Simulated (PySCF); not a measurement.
CHBr₃.
Numbering: `[Br:1][CH:2]([Br:3])[Br:4]` (hydrogens: H5 on C2)

Method: PBE0-D3(BJ)/def2-SVP geometry optimisation, gas phase in PySCF; density fitting, grid level 1; the optimiser is geomeTRIC in internal coordinates, started from a GFN2-xTB structure with every atom displaced at random (about 0.01 Å).

Step 1: E = -211139.9454 eV
```
atom  x, y, z in Å  |  force x, y, z in eV/Å
Br1     0.0620    1.5069   -1.0013    0.863   1.186  -0.945
C2      0.1056   -0.0301    0.0909   -0.758   1.208   1.033
Br3     1.1822   -1.3998   -0.5135    0.746  -1.051  -0.426
Br4    -1.7361   -0.4238    0.3007   -1.115  -1.133   0.487
H5      0.4244    0.3093    1.0853    0.264  -0.211  -0.148
```

Step 2: E = -211140.1393 eV
```
atom  x, y, z in Å  |  force x, y, z in eV/Å
Br1     0.1242    1.5511   -1.0244    0.322   0.296  -0.328
C2      0.0811   -0.0114    0.0844   -0.608   0.847   0.631
Br3     1.1788   -1.4046   -0.5141    0.385  -0.592  -0.275
Br4    -1.7654   -0.4866    0.3411   -0.245  -0.437   0.080
H5      0.4194    0.3140    1.0749    0.147  -0.114  -0.108
```

**Question.** Estimate the geometry and energy of step 3. (The exact step hangs on the optimiser's Hessian estimate; all steps are aligned on step 2, rigid shifts and turns removed.)

**Answer.** E = -211140.1916 eV, largest force 0.296 eV/Å
```
atom  x, y, z in Å  |  force x, y, z in eV/Å
Br1     0.1552    1.5640   -1.0434    0.092   0.011  -0.002
C2      0.0624    0.0174    0.1039   -0.249   0.149  -0.062
Br3     1.1649   -1.4156   -0.5294    0.062  -0.045   0.017
Br4    -1.7718   -0.5303    0.3443    0.020  -0.070   0.043
H5      0.4275    0.3270    1.0866    0.075  -0.044   0.004
```

The energy changes by -0.0524 eV. The first-order estimate −F·Δx gives -0.0930 eV and the mean of the old and new forces, exact on a quadratic surface, -0.0531 eV. The step makes an angle of 42° with the force vector and moves no atom by more than 0.044 Å.

The cost below is that of the whole optimisation. Time: 68 s; peak memory 0.50 GiB. Hardware: one thread of an Arm Neoverse N1, no GPU, shared host.
